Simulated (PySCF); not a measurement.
A series of substituents X on one scaffold: BH2-X. Gas-phase values, no solvent. One relaxed conformer stands for each flexible species; it need not be the lowest. Strings in code marks are SMILES.

Method: B3LYP-D3(BJ)/def2-TZVP // M06-2X/def2-TZVP (PySCF 2.14.0). All candidates: neutral, multiplicity 1. B3LYP has the VWN-RPA correlation part, as in Gaussian. Excitations are Tamm–Dancoff values on a coarser integration grid. The basis has no diffuse functions, so Rydberg states are missing or too high.

```json
{
 "HOMO": "-8.01 eV",
 "T1 excitation (TDA)": "3.90 eV",
 "LUMO": "-2.36 eV"
}
```

Q: Identify which member has these values.
(A) `BC(C)C`
(B) `BCF`
(C) `[BH2][AlH2]`
(D) `BC(=O)O`

A: D, `BC(=O)O`. The others give `BCF`: -8.82 eV, 4.99 eV, -1.95 eV; `[BH2][AlH2]`: -7.31 eV, 2.60 eV, -2.52 eV; `BC(C)C`: -8.19 eV, 4.82 eV, -1.50 eV
